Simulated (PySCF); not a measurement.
Species: C₇H₁₀.
SMILES: `C=C1CC/C1=C/C`

Method used: TDDFT wB97X-D/def2-SVPD, vertical, gas phase, core orbitals frozen in the response (PySCF). Geometry: PBE0-D3(BJ)/def2-SVP; no solvent, vibrations or thermal averaging.

| state | E (eV) | λ (nm) | f | \|μ\| (D) | main configurations (H = HOMO, L = LUMO) |
| --- | --- | --- | --- | --- | --- |
| S1 | 5.18 | 239.2 | 0.332 | 4.11 | H→L (98%) |
| S2 | 6.53 | 189.9 | 0.0021 | 0.29 | H→L+1 (82%) |
| S3 | 6.60 | 188.0 | 0.0055 | 0.47 | H-2→L (89%) |
| S4 | 6.87 | 180.5 | 0.039 | 1.23 | H-3→L (68%), H-1→L (27%) |
| S5 | 7.00 | 177.2 | 0.109 | 2.02 | H-1→L (65%), H-3→L (28%) |
| S6 | 7.03 | 176.3 | 0.022 | 0.90 | H→L+2 (84%) |
| S7 | 7.32 | 169.4 | 0.0005 | 0.14 | H→L+3 (86%) |
| S8 | 7.49 | 165.6 | 0.0040 | 0.38 | H-4→L (97%) |
| S9 | 7.87 | 157.6 | 0.0068 | 0.48 | H→L+4 (46%), H→L+5 (30%) |
| S10 | 8.10 | 153.1 | 0.145 | 2.17 | H→L+6 (71%) |

Triplets (Tamm–Dancoff): T1 3.00 eV, H→L (94%); T2 4.82 eV, H-1→L (74%), H→L+7 (16%); T3 6.24 eV, H-2→L (95%); T4 6.55 eV, H→L+1 (89%).

The lowest singlet comes at 239 nm (500 kJ/mol) in the ultraviolet; it is strong; its leading configuration is HOMO→LUMO (98%). The lowest level is also the most intense of those listed (f = 0.332). Löwdin shares by element: HOMO carbon 78% or more (atoms not listed hold the other 22%); LUMO carbon 70% or more (atoms not listed hold the other 30%). Orbital energies (eV): HOMO-3 -11.07, HOMO-2 -10.83, HOMO-1 -10.25, HOMO -8.06, LUMO 0.80, LUMO+1 2.52, LUMO+2 2.86. The oscillator strengths of these states sum to 0.665; summed over the whole spectrum of an exact calculation they would give the number of electrons, 52 (Thomas–Reiche–Kuhn). Weighted by f, the mean energy of these states is 6.33 eV. The vertical ionisation energy (ΔSCF) is 8.16 eV, 0.06 eV above S10. Singlets were solved by full linear response, triplets in the Tamm–Dancoff approximation.
